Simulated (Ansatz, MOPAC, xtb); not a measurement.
Spectroscopic constants of N2+, multiplicity 2 (lowest of 2S+1 = 2, 4 at CCSD(T)/def2-TZVPP on PBE0 minima; our sources give no spin for the ground state, which may be another).

Constants: fifth-degree fit in 1/R to seven points, most abundant isotopes. In def2 and cc sets the state is the lowest found near the PBE0 minimum, followed along R.

Programs: Ansatz (Gaussian orbitals); MOPAC for PM6, PM7 (differences of heats of formation); xtb for the GFN methods. Each number belongs to the level named beside it. The GFN methods have no spin term and hold the electronic entropy of 300 K.

```csv
level,r_e (Å),ω_e (cm⁻¹),B_e (cm⁻¹),ω_e x_e (cm⁻¹)
PM6,1.077,2455,2.08,7.4
PM7,1.084,2538,2.05,8.8
GFN1-xTB,1.077,2453,2.08,17
GFN2-xTB,1.068,2554,2.11,15
SVWN5/def2-TZVPP,1.107,2323,1.97,14
PBE/def2-TZVPP,1.114,2265,1.94,14
r2SCAN/def2-TZVPP,1.106,2326,1.97,14
B97M-V/def2-TZVPP,1.103,2349,1.98,14
B3LYP/def2-TZVPP,1.104,2334,1.97,14
PBE0/def2-TZVPP,1.102,2371,1.98,14
CAM-B3LYP/def2-TZVPP,1.100,2375,1.99,14
wB97X-V/def2-TZVPP,1.104,2367,1.97,13
wB97M-V/def2-TZVPP,1.103,2359,1.98,14
CCSD/aug-cc-pVTZ,1.114,2267,1.94,15
CCSD/def2-TZVPP,1.113,2274,1.94,15
CCSD/aug-cc-pVQZ,1.110,2286,1.95,15
CCSD/def2-QZVPP,1.110,2287,1.95,15
CCSD(T)/aug-cc-pVTZ,1.122,2190,1.91,16
CCSD(T)/def2-TZVPP,1.122,2197,1.91,16
CCSD(T)/aug-cc-pVQZ,1.119,2209,1.92,16
CCSD(T)/def2-QZVPP,1.119,2211,1.92,16
"CCSD(T)/CBS(aug-cc-pVTZ, aug-cc-pVQZ)",1.117,2219,1.93,16
"CCSD(T)/CBS(def2-TZVPP, def2-QZVPP)",1.117,2221,1.93,16
```

Cores are frozen in the correlated methods. CBS(a, b) extrapolates the correlation energy as X⁻³ and adds the Hartree–Fock energy of set b. The state that PM6, PM7 reach isn't checked; PM7 holds dispersion and hydrogen-bond terms.

Doubts at one or more of the structures used: other coupled-cluster roots lie near (CCSD/aug-cc-pVTZ, CCSD/def2-TZVPP, CCSD/aug-cc-pVQZ, CCSD/def2-QZVPP, CCSD(T)/aug-cc-pVTZ, CCSD(T)/def2-TZVPP, CCSD(T)/aug-cc-pVQZ, CCSD(T)/def2-QZVPP, CCSD(T)/CBS(aug-cc-pVTZ, aug-cc-pVQZ), CCSD(T)/CBS(def2-TZVPP, def2-QZVPP)).

Measured for the ground state: r_e 1.1164 Å, ω_e 2207 cm-1, ω_e x_e 16.062 cm-1, B_e 1.9318 cm-1, α_e 0.01881 cm-1 [Irikura, J. Phys. Chem. Ref. Data 36, 389 (2007)].

Ansatz is a quantum-chemistry and plane-wave program.
